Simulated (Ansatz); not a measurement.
`B[SiH2]C=O` + `C=N` → `B[SiH2]N=C` + `C=O`  (ligand exchange at the Si–C bond)

Isolated molecules relaxed with PBE0-D4/def2-TZVP in Ansatz; ΔE leaves out vibrations. CCSD(T)/CBS adds triple-zeta CCSD(T) − MP2 to the extrapolated MP2 energy (def2 sets, frozen cores). This one scheme is used for every species. DFT in def2-TZVPP. HSE06 is defined as in plane-wave codes. One conformer a species, not always the lowest.

Problem. Is it downhill or uphill in electronic energy at CCSD(T)/CBS, and by how much? (Best estimate.)

Solution. The calculation gave: Downhill: ΔE = -50.2 kJ/mol.

Problem. What do these levels give: r2SCAN0-D4, HSE06-D4, PBE-QIDH, PBE, CCSD(T)/def2-SVP, CCSD/def2-TZVPP? (Best estimate.)

Solution. The calculation gave: r2SCAN0-D4 -50.1, HSE06-D4 -44.8, PBE-QIDH -52.4, PBE -35.2, CCSD(T)/def2-SVP -47.6, CCSD/def2-TZVPP -52.5 kJ/mol.

Largest T1 diagnostic among the species: 0.016.

In def2-TZVPP, CCSD(T) changes the Hartree–Fock value by +11.9 kJ/mol (the triples alone add +1.8 kJ/mol) and MP2 by +4.7 kJ/mol. From PBE to PBE0 (25 % exact exchange), in def2-TZVPP and without D4, ΔE moves by −8.8 kJ/mol. Leaving LDA and LC-ωPBE aside and taking each functional with its dispersion term where it has one, the values, not all of them listed here, spread over 20.5 kJ/mol, from BHLYP-D4 to PBE-D4.
